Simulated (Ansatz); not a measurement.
Ideal-gas functions of BH$_{2}$O$_{2}$Se, SMILES `OB(O)[Se]` radical at 800 K and 1 bar, from an Ansatz frequency run at PBE0-D4/def2-TZVP.

Molar mass 123.79 g/mol, point group Cs (symmetry number 1), electronic degeneracy 2, moments of inertia 49.329, 182.436, 231.765 u Å². Harmonic wavenumbers (cm⁻¹, unscaled): 240, 321, 395, 465, 570, 587, 984, 998, 1270, 1428, 3853, 3910.

Use S(trans) = R[1.5 ln M + 2.5 ln T − 1.1517]; rotational temperatures θ = 24.2544 K / I; S(rot) = R[ln(√π/σ · √(T³/θAθBθC)) + 1.5]; for each mode x = 1.438777 ν̃/T, S = R[x/(eˣ − 1) − ln(1 − e⁻ˣ)] and H = RT x/(eˣ − 1); 1 cm⁻¹ = 0.0119627 kJ/mol; R = 8.31446 J/(mol·K).

Question: By hand: the entropy, in J/(mol·K).

Answer: Translation 189.5. Rotation: θ = 0.4917, 0.1329, 0.1047 K, giving 121.3. Vibration, mode by mode: 15.36, 13.00, 11.33, 10.04, 8.46, 8.24, 4.58, 4.48, 3.05, 2.44, 0.06, 0.06, in all 81.1. Electronic 5.8. Sum 397.7 J/(mol·K).

Question: By hand: H − E and G − E in kJ/mol, counted from the electronic energy.

Answer: Zero-point energy ½ × 15021 × 0.0119627 = 89.8; thermal vibration 34.6; translation, rotation and pV give 4 RT = 26.6. H − E = 151.0 kJ/mol, and G − E = 151.0 − 800 × 397.7/1000 = -167.2 kJ/mol.

Vibration gives 20 % of the entropy. The sum counts one conformer and one mirror image; others add a mixing term.
